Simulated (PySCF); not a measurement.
A PySCF script (with the pyscf-properties extension) for the NMR shieldings of `[BH3-][N+]#CC[C@@H]1CCC[C@@H]1F`, C7H13BFN, on a GFN2-xTB geometry:

```python
import basis_set_exchange as bse
import numpy as np
from pyscf import gto, dft
from pyscf.prop import nmr

atoms = """
B     4.193333   -0.111897   -0.559842
N     2.913032    0.236982    0.058698
C     1.903591    0.507649    0.539939
C     0.619614    0.797279    1.113083
C    -0.446729   -0.154854    0.553165
C    -0.700179    0.006563   -0.946861
C    -2.041912   -0.696159   -1.138346
C    -2.856541   -0.291116    0.097663
C    -1.833044    0.073465    1.182465
F    -1.982364    1.404968    1.530093
H     4.770089   -0.782814    0.240028
H     4.742556    0.922176   -0.783991
H     3.910572   -0.710648   -1.553551
H     0.680418    0.694054    2.201164
H     0.346876    1.832678    0.886768
H    -0.150055   -1.188450    0.756895
H     0.095429   -0.425377   -1.551157
H    -0.792124    1.066039   -1.192962
H    -2.535452   -0.408509   -2.064304
H    -1.891733   -1.776759   -1.151559
H    -3.525544   -1.083982    0.426256
H    -3.456480    0.595480   -0.108881
H    -1.968104   -0.479784    2.117605
"""
names = dict.fromkeys(["B", "N", "C", "F", "H"], "pcSseg-1")
basis = {el: gto.basis.parse(bse.get_basis(n, elements=[el], fmt="nwchem")) for el, n in names.items()}
mol = gto.M(atom=atoms, basis=basis, charge=0, verbose=0)
mf = dft.RKS(mol, xc="PBE0")
mf.grids.level = 2
mf.grids.alignment = dft.numint.BLKSIZE   # the property module wants whole blocks of grid points
mf.conv_tol = 1e-9
mf.kernel()

calc = nmr.RKS(mf)   # GIAO
C = mf.mo_coeff
Co = C[:, mf.mo_occ > 0]
resp = mf.gen_response(singlet=True, hermi=2)
def vind(x):   # induced exchange potential for any number of trial vectors
    d = np.einsum("pi,xij,qj->xpq", C, 2 * x.reshape(-1, C.shape[1], Co.shape[1]), Co, optimize=True)
    return np.einsum("xpq,pi,qj->xij", resp(d - d.transpose(0, 2, 1)), C, Co, optimize=True).ravel()
mo1, _ = nmr.rhf.solve_mo1(calc, with_cphf=vind)
sigma = calc.kernel(mo1)
for i, s in enumerate(sigma):   # ppm
    print("%2d %-2s %9.2f" % (i, mol.atom_pure_symbol(i), np.trace(s) / 3))
```

**Question.** Give the expected output.

**Answer.** 
```
 0 B     143.69
 1 N      30.73
 2 C      70.19
 3 C     167.49
 4 C     139.10
 5 C     152.41
 6 C     158.87
 7 C     149.03
 8 C      88.02
 9 F     384.68
10 H      29.87
11 H      29.87
12 H      29.86
13 H      28.86
14 H      29.02
15 H      29.86
16 H      29.56
17 H      30.26
18 H      29.63
19 H      30.18
20 H      29.24
21 H      29.58
22 H      26.60
```

These numbers come from an equivalent density-fitted implementation of the same equations, which agrees with the script to about 0.01 ppm for H and up to a few tenths of a ppm for heavy atoms, so last digits may differ.

Size and cost of the density-fitted run: 235 basis functions, 52 s wall time on 1 thread of an Arm Neoverse V1, shared host; peak memory 1.1 GiB.
